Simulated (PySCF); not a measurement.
# Electron correlation in Sb²⁺ (antimony, charge +2)

[Kr] 4d10 5s1 5p1 5d1, one real determinant (an excited configuration). Calculation: PySCF 2.14, in dyall-av2z (22s16p12d, 130 functions); no relativity, point nucleus. Frozen: [Kr] 4d10; 3 electrons correlated; the 62 highest virtual orbitals of each spin left out.

```tsv
level	correlation energy (mhartree)
CCSD	-30.16
(T)	-5.66
CCSD(T)	-35.82
```

Diagnostics: T1 = 0.025, D1 = 0.0567, largest double amplitude 0.800.

The real determinant used has ⟨L²⟩ near 8 against 12 for a pure F term, so it mixes terms. A non-relativistic calculation at this Z misses sizeable relativistic shifts. The outer electron is Rydberg-like, and this basis confines it to a smaller radius and binds it less than a complete one would. A double-excitation amplitude exceeds 0.15, a sign of near-degeneracy.

Cost of the coupled-cluster step: of the order of 7 core-seconds, for 3 correlated electrons.

Iterations:

```
CC2 = 0
CCSD nocc = (np.int64(3), np.int64(0)), nmo = (45, 45)
frozen orbitals [[0, 1, 2, 3, 4, 5, 6, 7, 8, 9, 10, 11, 12, 13, 14, 15, 16, 17, 18, 19, 20, 21, 22, 68, 69, 70, 71, 72, 73, 74, 75, 76, 77, 78, 79, 80, 81, 82, 83, 84, 85, 86, 87, 88, 89, 90, 91, 92, 93, 94, 95, 96, 97, 98, 99, 100, 101, 102, 103, 104, 105, 106, 107, 108, 109, 110, 111, 112, 113, 114, 115, 116, 117, 118, 119, 120, 121, 122, 123, 124, 125, 126, 127, 128, 129], [0, 1, 2, 3, 4, 5, 6, 7, 8, 9, 10, 11, 12, 13, 14, 15, 16, 17, 18, 19, 20, 21, 22, 68, 69, 70, 71, 72, 73, 74, 75, 76, 77, 78, 79, 80, 81, 82, 83, 84, 85, 86, 87, 88, 89, 90, 91, 92, 93, 94, 95, 96, 97, 98, 99, 100, 101, 102, 103, 104, 105, 106, 107, 108, 109, 110, 111, 112, 113, 114, 115, 116, 117, 118, 119, 120, 121, 122, 123, 124, 125, 126, 127, 128, 129]]
max_cycle = 100
direct = 0
conv_tol = 1e-08
conv_tol_normt = 1e-06
diis_space = 8
diis_start_cycle = 0
Init t2, MP2 energy = -0.00520479727630889
Init E_corr(UCCSD) = -0.00520479728044743
cycle = 1  E_corr(UCCSD) = -0.00761765530185894  dE = -0.00241285802  norm(t1,t2) = 0.0452632
cycle = 2  E_corr(UCCSD) = -0.00906448404903453  dE = -0.00144682875  norm(t1,t2) = 0.0396311
cycle = 3  E_corr(UCCSD) = -0.0113436006683267  dE = -0.00227911662  norm(t1,t2) = 0.0382075
cycle = 4  E_corr(UCCSD) = -0.0199747142012768  dE = -0.00863111353  norm(t1,t2) = 0.0373401
cycle = 5  E_corr(UCCSD) = -0.0356504871337755  dE = -0.0156757729  norm(t1,t2) = 0.0289173
cycle = 6  E_corr(UCCSD) = -0.0250559716724318  dE = 0.0105945155  norm(t1,t2) = 0.0233872
cycle = 7  E_corr(UCCSD) = -0.028752215087132  dE = -0.00369624341  norm(t1,t2) = 0.0167394
cycle = 8  E_corr(UCCSD) = -0.0301554306544658  dE = -0.00140321557  norm(t1,t2) = 0.00510802
cycle = 9  E_corr(UCCSD) = -0.0301850628844822  dE = -2.963223e-05  norm(t1,t2) = 3.43863e-05
cycle = 10  E_corr(UCCSD) = -0.0301509859871003  dE = 3.40768974e-05  norm(t1,t2) = 9.74996e-05
cycle = 11  E_corr(UCCSD) = -0.0301562687385003  dE = -5.2827514e-06  norm(t1,t2) = 3.20088e-05
cycle = 12  E_corr(UCCSD) = -0.0301594352876282  dE = -3.16654913e-06  norm(t1,t2) = 1.20445e-05
cycle = 13  E_corr(UCCSD) = -0.0301594403315966  dE = -5.0439684e-09  norm(t1,t2) = 1.18981e-07
UCCSD converged
E(UCCSD) = -6312.005045996391  E_corr = -0.03015944033159659
UCCSD(T) correction = -0.00566121180392586
```

The reference is one real determinant that mixes LS terms of this configuration.
